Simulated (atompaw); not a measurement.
**What one change does to a pseudopotential (N (Z = 7), PAW (atompaw))**

* Element: nitrogen (N)
* Generator: atompaw 4.2.0.5
* Type: PAW
* Functional: PBEsol
* Relativity: scalar-relativistic
* Frozen core: [He]
* Valence charge: 5
* Reference configuration: 2s2 2p3
* Partial waves: 2s (bound): rc 2.70 bohr; 2s channel at -1 Ry: rc 2.70 bohr; 2p (bound): rc 2.70 bohr; 2p channel at 0.25 Ry: rc 2.70 bohr; 3d channel at 0.45 Ry: rc 2.70 bohr; 3d channel at 1.35 Ry: rc 2.50 bohr
* Local potential: troulliermartins scheme with l = 3 at -0.5 Ry, radius 2.60 bohr
* Core correction: smooth core density matched at 2.05 bohr
* Augmentation charge: besselshape compensation charge, radius 2.55 bohr; PAW radius 2.70 bohr; waves and projectors: custom polynom2 7 10 vanderbiltortho

Change: wave 2s (bound): rc 2.70 bohr becomes 2s (bound): rc 2.54 bohr.

Cutoffs: the cutoffs (Ry, on a coarse ladder) from which the occupation-weighted sum of valence levels, in a spherical-Bessel basis at the reference potential, stays within 10 and 1 mRy of its value at 400 Ry; they do not see the model core or the augmentation charge, which bear on the density cutoff.

Question: What does the change do?

Answer: The potential gets harder (15 Ry and 35 Ry → 18 Ry and 35 Ry); the s channel binds one level more than in the base; the range in which the s phases agree narrows (upper end at the end of the scan → -0.4); neither file shows a bound ghost.

| quantity | base | changed |
| --- | --- | --- |
| cutoff, loose | 15 Ry | 18 Ry |
| cutoff, tight | 35 Ry | 35 Ry |
| bound ghosts | none | none |
| s: phases at 2.71 bohr within 0.05 rad from the reference energy up to (Ry; the scan ends near 5) | to the end of the scan | -0.4 |
| p: phases at 2.71 bohr within 0.05 rad from the reference energy up to (Ry; the scan ends near 5) | 1.2 | 1.2 |
| d: phases at 2.71 bohr within 0.05 rad from the reference energy up to (Ry; the scan ends near 5) | 2.6 | 2.6 |
| lowest overlap eigenvalue by channel | s 0.82, p 0.94, d 1.00 | s 0.61, p 0.94, d 1.00 |

 The cutoffs see the waves, projectors and local potential, not the compensation charge or the core.
